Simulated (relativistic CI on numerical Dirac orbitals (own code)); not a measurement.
Re⁴⁺: O2,3 absorption edge

Computed with this model: Dirac-Coulomb-Breit CI, orbitals from a KLI potential per configuration, QED by a radiative potential, valence Slater integrals scaled by 0.8, multiplet model of core-to-valence dipole absorption; configurations [Xe] 4f14 5d3 → [Kr] 4d10 4f14 5s2 5p5 5d4; 80 K; Lorentzian 1 eV and Gaussian 0.3 eV FWHM. Energies are those of the free ion, without screening or charge transfer. The branching ratio is the share of the lower-energy edge in the whole absorption, uncertain by about 0.02 where the edges overlap. S is read from ⟨S²⟩ = S(S + 1).

Field parameters in Wybourne normalisation: D3d B²₀ = −7Dσ, B⁴₀ = −14Dq − 21Dτ, B⁴₃ = −14√(10/7) Dq; Oh B⁴₀ = 21Dq, B⁴₄ = √(5/14) B⁴₀; Td as Oh with Dq negative (B⁴₀ = 21Dq, B⁴₄ = √(5/14) B⁴₀). The field is a parameter set, without covalency.

free ion: ground-state S = 1.40, centroid 51.04 eV. Peaks (eV, height): 45.8 (82), 46.8 (75), 50.5 (100), 56.5 (17), 59.5 (55).

Oh, 10Dq = 13650 cm⁻¹: ground-state S = 1.45, centroid 52.06 eV. Peaks (eV, height): 46.5 (100), 51.0 (53), 56.2 (39), 57.2 (43), 58.2 (42), 60.5 (43).

D3d, 10Dq = 24100, Dσ = 840, Dτ = -500 cm⁻¹: ground-state S = 1.46, centroid 52.42 eV. Peaks (eV, height): 42.2 (18), 46.8 (100), 51.0 (39), 52.2 (37), 54.8 (30), 58.0 (48), 59.5 (45), 62.0 (32).

Td, 10Dq = -12950 cm⁻¹: ground-state S = 1.21, centroid 51.70 eV. Peaks (eV, height): 46.5 (100), 49.8 (57), 51.0 (68), 56.0 (29), 58.5 (53), 60.0 (42), 60.8 (41).

Oh, 10Dq = 35900 cm⁻¹: ground-state S = 1.47, centroid 52.89 eV. Peaks (eV, height): 41.8 (36), 48.0 (100), 54.5 (46), 59.0 (61), 61.0 (67), 64.2 (26).

Strongest unbroadened transitions for free ion:

```
Energy (eV)  Relative strength
      45.27               16.0
      45.73               87.0
      46.50               12.8
      46.88               48.4
      47.69               10.7
      47.94                9.1
      48.47               11.1
      49.96               24.2
      50.05               43.6
      50.55              100.0
      50.69                8.4
      52.05               17.6
      52.62                9.3
      53.35                9.4
      56.28               10.8
      57.43               11.5
      58.14               16.1
      59.38               79.9
```
